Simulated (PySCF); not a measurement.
GaF2, SMILES [F][Ga][F], multiplicity 2. The structure is a stationary point at PBE-D3(BJ)/def2-TZVP. The spin state was assumed, not searched. The isomer is the one that the SMILES or the coordinates give; other isomers of the formula were not compared.

Computed equilibrium geometry at PBE-D3(BJ)/def2-TZVP (PySCF confirms it by a frequency run) as bond lengths and angles, and its point group:
point group C2v.
Atoms: Ga1 F2 F3. Bonded distances (Å): Ga1–F2 1.783, Ga1–F3 1.783. Angles (°): F2–Ga1–F3 118.0.
Charge 0, spin multiplicity 2.
